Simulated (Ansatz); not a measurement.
Two members of one family (Series Cr(O)2X2), computed with Ansatz in the gas phase. The two geometries come from different levels. Binding counts from free atoms in the multiplicity of their measured ground term, without zero-point energy. Names give formal oxidation states. A dash marks a value that wasn't run or was left out as unsound. The structures are stationary points that may keep the symmetry of their start. Remarks come from the PBE and PBE0 runs and from stability tests at other levels; not every state was tested. A HOMO above zero means that the electron is unbound at that level and held by the basis, or that self-interaction error raises the level; the energy of removing that electron tells which. HOMO above LUMO (over both spins in singlets and doublets, within one spin in higher multiplets; at PBE or PBE0), or a gap under 0.15 eV within one spin, warns that the state may not be the lowest or that an electron is smeared out.

First: CrO2F2 (singlet, charge 0, r2SCAN-D4/def2-SVP geometry).

```
atom   x (Å)   y (Å)   z (Å)
 Cr1  -0.019  -0.004  -0.018
  O2  -0.144  -1.212  -0.973
  O3  -1.185   0.968  -0.303
  F4   1.453   0.784  -0.291
  F5  -0.105  -0.537   1.585
```

```csv
level,HOMO (eV),LUMO (eV),gap (eV),vertical EA (eV),binding per atom (eV)
LDA (SPW92)/def2-TZVP,-9.02,-6.07,2.95,–,5.21
r2SCAN-D4/def2-TZVPD,-9.16,-5.88,3.28,2.46,4.02
PBE0-D4/def2-SVP,-10.58,-5.21,5.38,–,3.52
PBE0-D4/def2-TZVP,-10.55,-5.08,5.47,–,3.54
PBE0-D4/def2-TZVPD,-10.52,-5.04,5.48,3.13,3.54
```

Metal–donor distances: 2 × O 1.54 Å, 2 × F 1.69 Å. Remarks: restricted SCF unstable in HF, HOMO above zero (-1 doublet).

Second: CrO2(NH2)2 (singlet, charge 0, B3LYP-D4/def2-SVP geometry).

```tsv
atom	x (Å)	y (Å)	z (Å)
Cr1	-0.326	-0.390	-0.352
O2	-1.087	-1.604	0.243
O3	-0.436	-0.219	-1.891
N4	1.414	-0.602	0.040
H5	1.740	-1.131	0.843
H6	2.162	-0.237	-0.542
N7	-1.005	1.092	0.403
H8	-1.018	1.995	-0.062
H9	-1.444	1.096	1.319
```

Task: Estimate how these quantities change from the first to the second (second minus first).

Result: 
```csv
level,Δ HOMO (eV),Δ LUMO (eV),Δ gap (eV),Δ vertical EA (eV),Δ binding per atom (eV)
LDA (SPW92)/def2-TZVP,2.81,2.16,-0.64,–,-0.70
r2SCAN-D4/def2-TZVPD,2.82,2.13,-0.70,-1.73,-0.39
PBE0-D4/def2-SVP,3.48,2.45,-1.03,–,-0.12
PBE0-D4/def2-TZVP,3.24,2.25,-0.99,–,-0.12
PBE0-D4/def2-TZVPD,3.17,2.18,-0.99,-1.81,-0.12
```

Metal–donor distances: 2 × O 1.55 Å, 2 × N 1.80 Å. Remarks: restricted SCF unstable in HF, HOMO above zero (-1 doublet), gap within one spin near zero at PBE or PBE0 (-1 doublet).
